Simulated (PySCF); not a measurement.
F$_{4}$Ge, triplet, at the geometry of the source list (a higher spin typed on purpose: for a closed-shell molecule this is an excited state); CASSCF(2,4)/6-31G in PySCF.

The PySCF input:
```python
from pyscf import gto, scf, mcscf
import numpy

mol = gto.M(
    atom='''
F     1.28590000   -1.06740000   -0.06150000
Ge    0.00060000   -0.00100000    0.00000000
F     0.57550000    1.57100000   -0.00260000
F    -0.98470000   -0.22700000   -1.33450000
F    -0.87730000   -0.27570000    1.39850000
''',
    basis='6-31g',
    spin=2,
    verbose=4,
)

mf = scf.ROHF(mol)
mf.kernel()
mc = mcscf.CASSCF(mf, 4, 2)
mc.fix_spin_(ss=2.0)
mc.kernel()
occ = numpy.linalg.eigvalsh(mc.fcisolver.make_rdm1(mc.ci, mc.ncas, mc.nelecas))[::-1]
ss = mc.fcisolver.spin_square(mc.ci, mc.ncas, mc.nelecas)[0]
print('natural occupations', occ.round(4), ' <S^2>', round(ss, 4))
```

Output, abridged:

```
PySCF version 2.14.0

[INPUT] verbose = 4
[INPUT] num. atoms = 5
[INPUT] num. electrons = 68
[INPUT] charge = 0
[INPUT] spin (= nelec alpha-beta = 2S) = 2
[INPUT] symmetry False subgroup None
[INPUT] Mole.unit = angstrom
[INPUT] Symbol           X                Y                Z      unit          X                Y                Z       unit  Magmom
[...]
nuclear repulsion = 458.443222482394
number of shells = 31
number of NR pGTOs = 178
number of NR cGTOs = 63
basis = 6-31g
ecp = {}

******** <class 'pyscf.scf.rohf.ROHF'> ********
method = ROHF
initial guess = minao
damping factor = 0
level_shift factor = 0
DIIS = <class 'pyscf.scf.diis.CDIIS'>
diis_start_cycle = 1
diis_space = 8
diis_damp = 0
SCF conv_tol = 1e-09
SCF conv_tol_grad = None
SCF max_cycles = 50
direct_scf = True
direct_scf_tol = 1e-13
num. doubly occ = 33  num. singly occ = 2
Set gradient conv threshold to 3.16228e-05
init E= -2472.44144329047
[...]
cycle= 1 E= -2472.33056912014  delta_E= 0.111  |g|= 0.564  |ddm|= 2.23
[...]
cycle= 2 E= -2472.38519286818  delta_E= -0.0546  |g|= 0.351  |ddm|= 0.834
[...]
cycle= 3 E= -2472.41108034272  delta_E= -0.0259  |g|= 0.126  |ddm|= 0.251
[...]
cycle= 4 E= -2472.41873559838  delta_E= -0.00766  |g|= 0.0701  |ddm|= 0.133
[...]
cycle= 5 E= -2472.43115280115  delta_E= -0.0124  |g|= 0.0829  |ddm|= 0.303
[...]
cycle= 6 E= -2472.43209359588  delta_E= -0.000941  |g|= 0.08  |ddm|= 0.0183
[...]
cycle= 7 E= -2472.43546245018  delta_E= -0.00337  |g|= 0.108  |ddm|= 0.072
[...]
cycle= 8 E= -2472.43536635282  delta_E= 9.61e-05  |g|= 0.099  |ddm|= 0.0874
[...]
cycle= 9 E= -2472.43433807014  delta_E= 0.00103  |g|= 0.0474  |ddm|= 0.163
[...]
cycle= 10 E= -2472.43898920377  delta_E= -0.00465  |g|= 0.0319  |ddm|= 0.158
[...]
cycle= 11 E= -2472.44284267019  delta_E= -0.00385  |g|= 0.0332  |ddm|= 0.132
[...]
cycle= 12 E= -2472.44508850265  delta_E= -0.00225  |g|= 0.0271  |ddm|= 0.11
[...]
cycle= 13 E= -2472.44614758006  delta_E= -0.00106  |g|= 0.0137  |ddm|= 0.0672
[...]
cycle= 14 E= -2472.44756199348  delta_E= -0.00141  |g|= 0.0115  |ddm|= 0.118
[...]
cycle= 15 E= -2472.44774871885  delta_E= -0.000187  |g|= 0.00826  |ddm|= 0.0405
[...]
cycle= 16 E= -2472.44776973845  delta_E= -2.1e-05  |g|= 0.00532  |ddm|= 0.015
[...]
cycle= 17 E= -2472.4479329429  delta_E= -0.000163  |g|= 0.00597  |ddm|= 0.0374
[...]
cycle= 18 E= -2472.44797375568  delta_E= -4.08e-05  |g|= 0.00366  |ddm|= 0.0136
[...]
cycle= 19 E= -2472.44800114419  delta_E= -2.74e-05  |g|= 0.00274  |ddm|= 0.0117
[...]
cycle= 20 E= -2472.44802789497  delta_E= -2.68e-05  |g|= 0.00238  |ddm|= 0.0156
[...]
cycle= 21 E= -2472.44804250583  delta_E= -1.46e-05  |g|= 0.00189  |ddm|= 0.0108
[...]
cycle= 22 E= -2472.44805744796  delta_E= -1.49e-05  |g|= 0.0012  |ddm|= 0.0151
[...]
cycle= 23 E= -2472.44806925594  delta_E= -1.18e-05  |g|= 0.00073  |ddm|= 0.0144
[...]
cycle= 24 E= -2472.44807328665  delta_E= -4.03e-06  |g|= 0.000582  |ddm|= 0.0119
[...]
cycle= 25 E= -2472.44807351431  delta_E= -2.28e-07  |g|= 0.000525  |ddm|= 0.00364
[...]
cycle= 26 E= -2472.4480737691  delta_E= -2.55e-07  |g|= 0.000639  |ddm|= 0.00163
[...]
cycle= 27 E= -2472.44807374162  delta_E= 2.75e-08  |g|= 0.000574  |ddm|= 0.000905
[...]
cycle= 28 E= -2472.44807415267  delta_E= -4.11e-07  |g|= 0.000433  |ddm|= 0.00288
[...]
cycle= 29 E= -2472.448074357  delta_E= -2.04e-07  |g|= 0.000321  |ddm|= 0.00129
[...]
cycle= 30 E= -2472.44807462402  delta_E= -2.67e-07  |g|= 0.000147  |ddm|= 0.00213
[...]
cycle= 31 E= -2472.44807475364  delta_E= -1.3e-07  |g|= 0.000108  |ddm|= 0.00138
[...]
cycle= 32 E= -2472.44807479772  delta_E= -4.41e-08  |g|= 5.79e-05  |ddm|= 0.000564
[...]
cycle= 33 E= -2472.44807481502  delta_E= -1.73e-08  |g|= 4.48e-05  |ddm|= 0.000297
[...]
cycle= 34 E= -2472.44807483153  delta_E= -1.65e-08  |g|= 5.62e-05  |ddm|= 0.000359
[...]
cycle= 35 E= -2472.44807483613  delta_E= -4.6e-09  |g|= 2.62e-05  |ddm|= 0.000277
[...]
cycle= 36 E= -2472.44807484197  delta_E= -5.84e-09  |g|= 2.85e-05  |ddm|= 0.000272
[...]
cycle= 37 E= -2472.44807484324  delta_E= -1.27e-09  |g|= 1.31e-05  |ddm|= 0.000144
[...]
cycle= 38 E= -2472.4480748436  delta_E= -3.65e-10  |g|= 1.22e-05  |ddm|= 6.05e-05
[...]
Extra cycle  E= -2472.44807484382  delta_E= -2.15e-10  |g|= 1.27e-05  |ddm|= 5.17e-05
converged SCF energy = -2472.44807484382

******** <class 'pyscf.mcscf.mc1step.CASSCF'> ********
CAS (2e+0e, 4o), ncore = 33, nvir = 26
max_cycle_macro = 50
max_cycle_micro = 4
conv_tol = 1e-07
conv_tol_grad = None
orbital rotation max_stepsize = 0.02
orbital rotation threshold for CI restart = 0.01
augmented hessian ah_max_cycle = 30
augmented hessian ah_conv_tol = 1e-12
augmented hessian ah_linear dependence = 1e-14
augmented hessian ah_level shift = 1e-08
augmented hessian ah_start_tol = 2.5
augmented hessian ah_start_cycle = 3
augmented hessian ah_grad_trust_region = 3
kf_trust_region = 3
kf_interval = 4
ci_response_space = 4
ci_grad_trust_region = 3
with_dep4 0
natorb = False
canonicalization = True
sorting_mo_energy = False
ao2mo_level = 2
internal_rotation = False
******** <class 'pyscf.fci.addons.SpinPenaltyFCISolver'> ********
max. cycles = 50
conv_tol = 1e-08
davidson only = True
linear dependence = 1e-12
level shift = 0.001
max iter space = 12
nroots = 1
pspace_size = 400
spin = None
CASCI E = -2472.44807489806  S^2 = 2.0000000
Set conv_tol_grad to 0.000316228
macro iter   1 (  1 JK    1 micro), CASSCF E = -2472.44807489806  dE =  0.00000000e+00  S^2 = 2.0000000
               |grad[o]|=1.68e-05  |grad[c]|=3.85e-09  |ddm|=3.14e-16  |maxRot[o]|=    0
1-step CASSCF converged in   1 macro (  1 JK   1 micro) steps
CASSCF canonicalization
Density matrix diagonal elements [9.99999947e-01 9.99999947e-01 5.27216423e-08 5.34848554e-08]
CASSCF energy = -2472.44807489806
CASCI E = -2472.44807489806  E(CI) = -1.44907062436778  S^2 = 2.0000000
natural occupations [1. 1. 0. 0.]  <S^2> 2.0
```
